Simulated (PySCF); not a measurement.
This PySCF input asks for the NMR shieldings of `C1=C(F)[O][AlH2-][O+]=C1CC`, C5H8AlFO2; the geometry comes from GFN2-xTB.

```python
import basis_set_exchange as bse
import numpy as np
from pyscf import gto, dft
from pyscf.prop import nmr

atoms = """
C    -2.286850   -0.250391    0.802432
C    -1.615013   -0.283376   -0.576195
C    -0.142087   -0.048654   -0.410646
O     0.626178   -1.063285   -0.320893
Al    2.388442   -1.280932   -0.025296
O     2.585050    0.550060    0.033492
C     1.707456    1.422731   -0.089432
F     2.144844    2.693161    0.005986
C     0.352684    1.250770   -0.306856
H    -3.349210   -0.453676    0.698340
H    -1.849392   -1.005099    1.450895
H    -2.160453    0.724152    1.266968
H    -2.049142    0.487458   -1.213104
H    -1.769658   -1.262928   -1.030169
H     2.618988   -1.807156    1.402779
H     3.081427   -1.769225   -1.308124
H    -0.290264    2.108419   -0.390086
"""
names = dict.fromkeys(["C", "O", "Al", "F", "H"], "pcSseg-1")
basis = {el: gto.basis.parse(bse.get_basis(n, elements=[el], fmt="nwchem")) for el, n in names.items()}
mol = gto.M(atom=atoms, basis=basis, charge=0, verbose=0)
mf = dft.RKS(mol, xc="PBE0")
mf.grids.level = 2
mf.grids.alignment = dft.numint.BLKSIZE   # the property module wants whole blocks of grid points
mf.conv_tol = 1e-9
mf.kernel()

calc = nmr.RKS(mf)   # GIAO
C = mf.mo_coeff
Co = C[:, mf.mo_occ > 0]
resp = mf.gen_response(singlet=True, hermi=2)
def vind(x):   # induced exchange potential for any number of trial vectors
    d = np.einsum("pi,xij,qj->xpq", C, 2 * x.reshape(-1, C.shape[1], Co.shape[1]), Co, optimize=True)
    return np.einsum("xpq,pi,qj->xij", resp(d - d.transpose(0, 2, 1)), C, Co, optimize=True).ravel()
mo1, _ = nmr.rhf.solve_mo1(calc, with_cphf=vind)
sigma = calc.kernel(mo1)
for i, s in enumerate(sigma):   # ppm
    w = np.linalg.eigvalsh((s + s.T) / 2)
    print("%2d %-2s iso %8.1f  s11 %8.1f  s22 %8.1f  s33 %8.1f" % (i, mol.atom_pure_symbol(i), w.mean(), *w))
```

Problem. What are the results?

Solution. 
```
 0 C  iso    169.8  s11    157.5  s22    166.7  s33    185.4
 1 C  iso    147.8  s11    132.6  s22    135.6  s33    175.1
 2 C  iso    -25.0  s11   -138.8  s22    -46.3  s33    110.0
 3 O  iso     34.9  s11   -175.0  s22    -52.0  s33    331.8
 4 Al iso    433.9  s11    366.9  s22    393.9  s33    540.8
 5 O  iso     84.8  s11    -85.3  s22     80.4  s33    259.4
 6 C  iso      5.4  s11    -84.7  s22     41.9  s33     58.9
 7 F  iso    166.6  s11     21.2  s22    204.1  s33    274.5
 8 C  iso    100.0  s11     26.6  s22    127.0  s33    146.5
 9 H  iso     30.2  s11     26.2  s22     27.1  s33     37.5
10 H  iso     30.2  s11     25.9  s22     29.2  s33     35.6
11 H  iso     30.5  s11     26.3  s22     29.6  s33     35.6
12 H  iso     29.2  s11     25.9  s22     28.2  s33     33.4
13 H  iso     29.3  s11     25.6  s22     28.3  s33     34.0
14 H  iso     27.4  s11     24.7  s22     25.0  s33     32.5
15 H  iso     27.4  s11     24.7  s22     24.9  s33     32.6
16 H  iso     26.4  s11     23.7  s22     25.2  s33     30.3
```

These numbers come from an equivalent density-fitted implementation of the same equations, which agrees with the script to about 0.01 ppm for H and up to a few tenths of a ppm for heavy atoms, so last digits may differ.

Size and cost of the density-fitted run: 200 basis functions, 34 s wall time on 1 thread of an Arm Neoverse V2, shared host; peak memory 0.88 GiB.
